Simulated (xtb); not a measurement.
Ge(H)(vinyl)(NH2)2 (C2H8GeN2), SMILES C=[CH][GeH]([NH2])[NH2]. All values are semi-empirical tight-binding results from xtb (GFN2-xTB unless named), good for trends rather than for accurate numbers. Geometry: GFN2-xTB. The values are those of a single conformer.

Optimised geometry:

Bond lengths (Å): Ge1–N2 1.810, Ge1–N3 1.829, Ge1–C4 1.973, Ge1–H6 1.509, N2–H7 1.008, N2–H8 1.008, N3–H9 1.011, N3–H10 1.010, C4–C5 1.321, C4–H11 1.085, C5–H12 1.079, C5–H13 1.081. Bond angles (°): N2–Ge1–N3 105.8, N2–Ge1–C4 110.6, N2–Ge1–H6 109.1, N3–Ge1–C4 116.5, N3–Ge1–H6 104.1, C4–Ge1–H6 110.2, Ge1–N2–H7 119.0, Ge1–N2–H8 116.7, H7–N2–H8 109.6, Ge1–N3–H9 116.3, Ge1–N3–H10 115.3, H9–N3–H10 107.8, Ge1–C4–C5 123.7, Ge1–C4–H11 117.1, C5–C4–H11 119.2, C4–C5–H12 121.1, C4–C5–H13 122.8, H12–C5–H13 116.1.
Charge 0, spin multiplicity 1.

For metal compounds this method's bond lengths and energies can be far off.

```
Quantity                                      Result
-------------------------------------  -------------
orbital gap                                  4.13 eV
zero-point energy                      60.5 kcal/mol
G − E(el) at 298.15 K (modified RRHO)  39.4 kcal/mol
```

Computed atomic charges and the Wiberg bond orders between heavy atoms:
charges (e) Ge1 0.22, N2 -0.38, N3 -0.38, C4 -0.09, C5 -0.08, H6 -0.03, H7 0.16, H8 0.16, H9 0.15, H10 0.15, H11 0.03, H12 0.04, H13 0.04. Bond orders Ge1–N2 1.10, Ge1–N3 1.08, Ge1–C4 0.82, C4–C5 1.99.
